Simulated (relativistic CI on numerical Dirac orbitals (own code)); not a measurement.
Computed by Dirac-Coulomb-Breit CI, KLI orbitals optimised for each configuration, model QED (radiative potential, 1s self-energy scaled to tabulated hydrogen-like ionisation energies), valence Slater integrals scaled by 0.85, P86 correlation energy added to each configuration (own radial code, finite nucleus).

Configurations in the expansion (outside the closed core [Ar]): 3d10 4s2, 3d10 4s 4p, 3d10 4p2, 3d10 4s 4d, 3d10 4s 4f, 3d10 4d2, 3d10 4p 4d, 3d10 4s 5s, 3d10 4s 5p, 3d10 4f2, 3d10 4p 4f, 3d10 4s 5d, 3d10 4s 6s, 3d10 4p 5s, 3d10 4s 6p, 3d10 4s 5f, 3d10 4s 5g, 3d10 4s 6d, 3d10 4s 7s, 3d9 4s 4p2, 3d10 4s 7p, 3d10 4d 4f, 3d10 4s 7d, 3d8 4s2 4p2, 3d9 4s2 4p, 3d10 4d 5s, 3d9 4s 4p 4d, 3d10 5s2. Levels of other configurations are missing.

At this charge configurations can still be misplaced by up to about 7 % of their energy. 10 of the 10 excited levels that our extract of the measured tables holds in this range could be paired (the sources list more); they are missed by 3240 cm⁻¹ on average and 3877 at most, and levels without a partner can miss by more.

Outline of the computed level scheme of Br VI. Lowest level of each configuration: 3d10 4s2 1S_0 at 0.0000 eV; 3d10 4s 4p 3P°_0 at 12.4842 eV; 3d10 4p2 3P_0 at 29.9461 eV; 3d10 4s 4d 3D_1 at 37.3685 eV; 3d10 4s 5s 3S_1 at 44.3895 eV; 3d10 4s 5p 3P°_0 at 50.0737 eV; 3d10 4p 4d 3F°_2 at 50.9964 eV; 3d10 4s 4f 1F°_3 at 53.7162 eV; 3d10 4s 5d 3D_1 at 59.0266 eV.

Some strong electric-dipole decays among the lowest 40 levels: 3d10 4p 4d 1F°_3 → 3d10 4s 4d 1D_2 (2.4e+10 s⁻¹); 3d10 4s 4d 1D_2 → 3d10 4s 4p 1P°_1 (2.3e+10 s⁻¹); 3d10 4p 4d 3D°_3 → 3d10 4p2 3P_2 (2.0e+10 s⁻¹); 3d10 4p 4d 3D°_1 → 3d10 4p2 3P_0 (1.7e+10 s⁻¹); 3d10 4s 4f 3F°_4 → 3d10 4s 4d 3D_3 (1.7e+10 s⁻¹); 3d10 4s 4d 3D_3 → 3d10 4s 4p 3P°_2 (1.6e+10 s⁻¹); 3d10 4s 4f 3F°_3 → 3d10 4s 4d 3D_2 (1.5e+10 s⁻¹); 3d10 4p 4d 1P°_1 → 3d10 4p2 1S_0 (1.5e+10 s⁻¹).

LS names give the leading component of a level, which can be under half, so a name can repeat, a term be missing and a line seem to break the LS rules.
